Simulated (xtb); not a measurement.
C2H6Cd, triplet, geometry from GFN2-xTB of the parent state (such geometries of metal compounds can be far from the true shape) (a higher spin typed on purpose: for a closed-shell molecule this is an excited state); GFN1-xTB (xtb).

The xtb input:
```
$ xtb mol.xyz --gfn 1 --chrg 0 --uhf 2 --json

# file mol.xyz
9

Cd    -0.00835718     0.00677890    -0.00900274
C      1.72910751     0.26199186    -1.35527105
H      2.43873465    -0.55641231    -1.22735542
H      2.25222449     1.19548024    -1.14545569
H      1.42109834     0.27822144    -2.40093621
C     -1.68891978    -0.29459000     1.39856313
H     -2.21775363    -1.22344116     1.18258930
H     -2.40816231     0.52243229     1.33762517
H     -1.32612310    -0.34607892     2.42591211
```

Output, abridged:

```
   ID    Z sym.   atoms
    1   48 Cd     1
    2    6 C      2, 6
    3    1 H      3-5, 7-9

           -------------------------------------------------
          |                Calculation Setup                |
           -------------------------------------------------

           -------------------------------------------------
          |                 G F N 1 - x T B                 |
           -------------------------------------------------

          ...................................................
          :                      SETUP                      :
          :.................................................:
          :  # basis functions                  24          :
          :  # atomic orbitals                  24          :
          :  # shells                           18          :
          :  # electrons                        16          :
          :  # halogen bonds                     0          :
          :  max. iterations                   250          :
          :  Hamiltonian                  GFN1-xTB          :
          :  restarted?                      false          :
          :  GBSA solvation                  false          :
          :  PC potential                    false          :
          :  electronic temp.          300.0000000     K    :
          :  accuracy                    1.0000000          :
          :  -> integral cutoff          0.2500000E+02      :
          :  -> integral neglect         0.1000000E-07      :
          :  -> SCF convergence          0.1000000E-05 Eh   :
          :  -> wf. convergence          0.2000000E-04 e    :
          :  Broyden damping             0.4000000          :
          :  net charge                          0          :
          :  unpaired electrons                  2          :
          ...................................................

 iter      E             dE          RMSdq      gap      omega  full diag
   1     -8.1812279 -0.818123E+01  0.667E+00    1.68       0.0  T
   2     -8.1908295 -0.960158E-02  0.402E+00    2.14       1.0  T
   3     -8.1915453 -0.715763E-03  0.596E-01    2.48       1.0  T
   4     -8.1922066 -0.661361E-03  0.108E-01    2.31       1.0  T
   5     -8.1922336 -0.269741E-04  0.535E-03    2.34       6.2  T
   6     -8.1922336 -0.381057E-07  0.552E-04    2.34      60.4  T
   7     -8.1922336  0.947029E-10  0.536E-04    2.34      62.2  T
   8     -8.1922336 -0.402000E-09  0.252E-06    2.34   13238.9  T
   9     -8.1922336 -0.710543E-14  0.258E-06    2.34   12936.2  T

   *** convergence criteria satisfied after 9 iterations ***

 transition dipole moment (au) for excitation:           8           9
     X       Y       Z
  -1.9005  -0.3095   1.5312  total (au/Debye):    2.460   6.253
 dE (eV)             :    4.119
 oscillator strength :  0.86366E+00

         :::::::::::::::::::::::::::::::::::::::::::::::::::::
         ::                     SUMMARY                     ::
         :::::::::::::::::::::::::::::::::::::::::::::::::::::
         :: total energy              -8.089425272817 Eh    ::
         :: gradient norm              0.122580858625 Eh/a0 ::
         :: HOMO-LUMO gap              2.340573057729 eV    ::
         ::.................................................::
         :: SCC energy                -8.192233628463 Eh    ::
         :: -> electrostatic           0.002362402908 Eh    ::
         :: repulsion energy           0.104783609617 Eh    ::
         :: dispersion energy         -0.001975253971 Eh    ::
         :: halogen bond corr.         0.000000000000 Eh    ::
         :: add. restraining           0.000000000000 Eh    ::
         :: total charge              -0.000000000000 e     ::
         :::::::::::::::::::::::::::::::::::::::::::::::::::::

           -------------------------------------------------
          |                Property Printout                |
           -------------------------------------------------

    * Orbital Energies and Occupations

         #    Occupation            Energy/Eh            Energy/eV
      -------------------------------------------------------------
         1        2.0000           -0.6017122             -16.3734
         2        2.0000           -0.5988255             -16.2949
         3        2.0000           -0.4960435             -13.4980
         4        2.0000           -0.4960398             -13.4979
         5        2.0000           -0.4939150             -13.4401
         6        2.0000           -0.4939136             -13.4401
         7        2.0000           -0.4825762             -13.1316
         8        1.0000           -0.3734591             -10.1623
         9        1.0000           -0.2220944              -6.0435 (HOMO)
        10                         -0.1360799              -3.7029 (LUMO)
        11                         -0.1360124              -3.7011
        12                         -0.1188647              -3.2345
        13                         -0.0787247              -2.1422
        14                         -0.0438029              -1.1919
        15                         -0.0437982              -1.1918
        16                          0.0090077               0.2451
        17                          0.0091811               0.2498
        18                          0.2756914               7.5019
        19                          0.2757406               7.5033
        20                          0.2763047               7.5186
       ...                                ...                  ...
        24                          0.7817488              21.2725
      -------------------------------------------------------------
                  HL-Gap            0.0860145 Eh            2.3406 eV
             Fermi-level           -0.3035524 Eh           -8.2601 eV

  Mulliken/CM5 charges         n(s)   n(p)   n(d)
     1Cd    0.22119  0.29521   1.567  0.212  0.000
     2C    -0.17324 -0.35460   1.092  3.082  0.000
     3H     0.02131  0.06940   0.979  0.000  0.000
     4H     0.02088  0.06900   0.979  0.000  0.000
     5H     0.02046  0.06860   0.980  0.000  0.000
     6C    -0.17324 -0.35460   1.092  3.082  0.000
     7H     0.02088  0.06900   0.979  0.000  0.000
     8H     0.02046  0.06860   0.980  0.000  0.000
     9H     0.02131  0.06940   0.979  0.000  0.000

Wiberg/Mayer (AO) data.
largest (>0.10) Wiberg bond orders for each atom

 ---------------------------------------------------------------------------
     #   Z sym  total        # sym  WBO       # sym  WBO       # sym  WBO
 ---------------------------------------------------------------------------
     1  48 Cd   0.989 --     6 C    0.372     2 C    0.372
     2   6 C    3.403 --     5 H    0.972     4 H    0.971     3 H    0.971
                             1 Cd   0.372
     3   1 H    1.030 --     2 C    0.971
     4   1 H    1.031 --     2 C    0.971
     5   1 H    1.031 --     2 C    0.972
     6   6 C    3.403 --     8 H    0.972     7 H    0.971     9 H    0.971
                             1 Cd   0.372
     7   1 H    1.031 --     6 C    0.971
     8   1 H    1.031 --     6 C    0.972
     9   1 H    1.030 --     6 C    0.971
 ---------------------------------------------------------------------------

Topologies differ in total number of bonds
Writing topology from bond orders to xtbtopo.mol

 dipole moment from electron density (au)
     X       Y       Z
   0.0308  -0.0250   0.0332  total (Debye):    0.131

           -------------------------------------------------
          | TOTAL ENERGY               -8.089425272817 Eh   |
          | GRADIENT NORM               0.122580858625 Eh/α |
          | HOMO-LUMO GAP               2.340573057729 eV   |
           -------------------------------------------------

normal termination of xtb
```
